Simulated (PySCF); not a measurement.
Rigid-rotor lines calculated for a species of formula C4H3F2N3OS (commonest isotopes; PBE0-D3(BJ)/def2-SVP geometry optimisation, gas phase (PySCF 2.14.0)), labelled J(Ka,Kc):

```json
{"transition": "1(1,1) ← 0(0,0)", "MHz": "1899.4"}
{"transition": "2(0,2) ← 1(0,1)", "MHz": "2453.6"}
{"transition": "2(1,2) ← 1(1,1)", "MHz": "2276.4"}
{"transition": "1(0,1) ← 0(0,0)", "MHz": "1251.8"}
{"transition": "2(1,1) ← 1(1,0)", "MHz": "2730.8"}
```

Find the rotational constants.

1(0,1) ← 0(0,0) is B + C, 2(1,1) ← 1(1,0) is 3B + C and 2(1,2) ← 1(1,1) is B + 3C, so B − C is half the difference of the last two, 227.2 MHz. 1(1,1) ← 0(0,0) is A + C. A = 1387.1, B = 739.5, C = 512.3 MHz.

What moments of inertia, asymmetry and inertial defect follow?

I = 505379 MHz·u·Å² over each constant: Ia = 364.34, Ib = 683.42, Ic = 986.46 u·Å²; κ = (2B − A − C)/(A − C) = -0.481 (asymmetric top); Δ = Ic − Ia − Ib = -61.29 u·Å².

Which dipole components do these lines need?

μa and μb (a-type: ΔKa even, ΔKc odd; b-type: both odd). The calculation gives |μa| = 0.42 D, |μb| = 2.53 D, |μc| = 0.98 D.

Where do these fall, and of which type are they? 3(3,1) ← 2(2,0); 3(1,2) ← 2(2,1); 4(2,2) ← 3(1,3); 1(1,0) ← 0(0,0); 3(1,2) ← 3(1,3); 4(2,2) ← 4(1,3); 4(2,2) ← 3(1,2); 4(4,1) ← 4(3,1).

```tsv
transition	MHz	type	branch
3(1,2) ← 3(1,3)	1356	a	Q
4(2,2) ← 4(1,3)	1902	b	Q
3(1,2) ← 2(2,1)	2118	b	R
1(1,0) ← 0(0,0)	2127	c	R
4(4,1) ← 4(3,1)	5209	c	Q
4(2,2) ← 3(1,2)	7240	c	R
3(3,1) ← 2(2,0)	7540	b	R
4(2,2) ← 3(1,3)	8596	b	R
```

Which structure gave them?

`[H]/N=C\c1nsnc1OC(F)F`, point group C1. Three constants can't fix a structure by themselves; this is the one that was computed:
```
atom  x, y, z in Å
N1    -0.755    2.516    0.104
C2    -1.603    1.616   -0.178
C3    -1.373    0.164   -0.292
N4    -2.364   -0.652   -0.579
S5    -1.789   -2.184   -0.620
N6    -0.215   -1.842   -0.265
C7    -0.130   -0.552   -0.118
O8     1.014    0.092    0.164
C9     2.154   -0.673    0.368
F10    3.180    0.153    0.216
F11    2.154   -1.138    1.616
H12    0.176    2.116    0.255
H13   -2.651    1.903   -0.364
H14    2.207   -1.514   -0.341
```

The values belong to one conformer (point group C1) with, in the numbering `[H]/[N:1]=[CH:2]\[c:3]1[n:4][s:5][n:6][c:7]1[O:8][CH:9]([F:10])[F:11]`, N1–C2–C3–N4 179°, N6–C7–O8–C9 -3°, C7–O8–C9–F10 161°. Not checked by PBE0-D3(BJ)/def2-SVP frequencies. Zero-point vibration and centrifugal distortion are left out. Quadrupole hyperfine structure (14N) is left out.
